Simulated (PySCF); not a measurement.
Worked example: chemical shift, span and skew from a shielding tensor

Be(NMe2)(SH) (C₂H₇BeNS), SMILES C[N]([Be][SH])C. Atoms are numbered in the order given.

```xyz
12

Be    -0.4540     0.0216     0.0000
N      1.0520     0.0067     0.0000
C      1.8563    -0.0055     1.2053
C      1.8563    -0.0055    -1.2053
H      2.4974    -0.9087     1.2620
H      2.5292     0.8743     1.2572
H      1.2203     0.0088     2.1050
H      2.5292     0.8743    -1.2572
H      2.4974    -0.9087    -1.2620
H      1.2203     0.0088    -2.1050
S     -2.3638     0.0783     0.0000
H     -2.4971    -1.2687     0.0000
```

Geometry: r2SCAN-D4/def2-SVP. The structure was generated by enumeration; whether it is a known compound was not checked. The values are those of a single conformer.

GIAO shieldings from PBE/pcSseg-1 (PySCF), non-relativistic, no solvent. The symmetric part of the tensor of C3 has the principal values 111.5, 124.5, 176.4 ppm. The same nucleus in TMS has σ = 182.0 ppm at this level (PySCF, at its B3LYP-D3(BJ)/def2-TZVP geometry).

Work out the isotropic shielding, the ¹³C shift against TMS, the span and the skew.


σ(iso) = (σ11 + σ22 + σ33)/3 = 137.5 ppm. δ = σ(ref) − σ(iso) = 182.0 − (137.5) = 44.5 ppm.
Span Ω = σ33 − σ11 = 64.9 ppm. Skew κ = 3(σ(iso) − σ22)/Ω = 0.60. Tumbling in solution averages the tensor to δ; in a static solid the shielding alone would spread this spin-1/2 line over Ω.
